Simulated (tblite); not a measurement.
C5H7F3P2S.
Geometry (GFN2-xTB, Å), atoms numbered from 1 in this order:
```
atom  x, y, z in Å
C1     3.8280    0.2286   -0.8255
C2     2.8652    0.7605   -0.3396
P3     1.4853    1.4621    0.4962
P4     0.0519    0.2625   -0.6918
S5     0.0694    0.2369   -2.6296
C6    -1.5782    0.5619    0.1442
C7    -2.7332   -0.0336   -0.6474
C8     0.4891   -1.4381    0.0513
F9    -0.5671   -2.2571    0.0861
F10    0.9224   -1.3080    1.3176
F11    1.4502   -2.0509   -0.6340
H12    4.6551   -0.2212   -1.2923
H13    1.3234    2.5276   -0.4062
H14   -1.5269    0.1606    1.1608
H15   -1.6813    1.6509    0.2093
H16   -2.6791   -1.1199   -0.6577
H17   -2.7014    0.3203   -1.6771
H18   -3.6816    0.2632   -0.2055
```

Computed values, GFN2-xTB/tblite, gas phase, harmonic and unscaled. Against measured fundamentals such values can be off by several per cent, at times by over 20. Modes of hydrogen on phosphorus can be 10 to 20 % off. One conformer, not necessarily the lowest.

Harmonic wavenumbers (cm⁻¹): 27.5, 41.4, 64.4, 90.5, 107.3, 116.4, 134.7, 151.9, 163.2, 201.7, 233.3, 238.7, 263.7, 273.7, 328.6, 371.6, 458.9, 467.2, 482.8, 633.6, 645.9, 657.9, 661.7, 691.4, 720.1, 733.6, 789.4, 830.0, 971.6, 1006.3, 1035.7, 1065.5, 1075.8, 1100.6, 1204.6, 1239.9, 1407.3, 1424.5, 1482.7, 1485.1, 2190.1, 2213.0, 2920.6, 2937.4, 3024.6, 3037.2, 3046.9, 3373.8.

A = 895.4, B = 653.5, C = 576.6 MHz; mass 217.970 u (most abundant isotopes); point group C1, symmetry number 1.

Task: What is the zero-point energy?

Result: ½Σν̃ = 23912 cm⁻¹ = 68.37 kcal/mol.

Task: Give the ideal-gas entropy at 273.15 K and 1 bar in the rigid-rotor, harmonic-oscillator model (classical rotation).

Result: Translation 41.63, rotation 30.97, vibration 46.89: S = 119.5 cal/(mol K).

Task: And Cp and H(273.15 K) − H(0)?

Result: Cp = 49.06 cal/(mol K), of which vibrations give 41.12 (their classical limit is 48 R = 95.4); H(273.15 K) − H(0) = 8.56 kcal/mol without the zero-point energy, 6.39 from vibrations.

Task: How do the functions run with temperature in this model?

Result: 
| T (K) | S (cal/(mol K)) | Cp (cal/(mol K)) | H − H(0) (kcal/mol) | G − H(0) (kcal/mol) | ln q(vib) |
| --- | --- | --- | --- | --- | --- |
| 150 | 94.6 | 34.9 | 3.35 | -10.83 | 6.21 |
| 250 | 115.3 | 46.6 | 7.45 | -21.36 | 10.82 |
| 298.15 | 123.9 | 51.6 | 9.82 | -27.12 | 12.89 |
| 400 | 140.3 | 60.3 | 15.53 | -40.60 | 17.01 |
| 600 | 167.2 | 72.1 | 28.87 | -71.45 | 24.24 |
| 900 | 198.6 | 82.6 | 52.22 | -126.53 | 33.44 |

q(vib) and H(0) count from the zero-point level.

Task: What must be added to the electronic energy to get the Gibbs energy at 273.15 K and 1 bar?

Result: ZPE + [H(273.15 K) − H(0)] − T·S = 68.37 + 8.56 − 32.64 = 44.29 kcal/mol.

Task: Blend soft modes into free rotors: weight 1/[1 + (100 cm⁻¹/ν̃)⁴] for the oscillator and the rest for a rotor with moment μB/(μ + B), μ = h/(8π²ν), B = 10⁻⁴⁴ kg m². What vibrational entropy results?

Result: 42.25 cal/(mol K) in place of 46.89, which changes −T·S at 273.15 K by +1.27 kcal/mol.

Hindered rotation and anharmonicity are outside this model. Other conformers, if any are populated, would add a mixing term that is left out. The structure is chiral; the term R ln 2 for an equal mix with its mirror image is left out.

Hardware: AMD EPYC 9R14, one thread (shared host). Cost: 1.0 s of wall time. This covers the Hessian and the dipole derivatives.
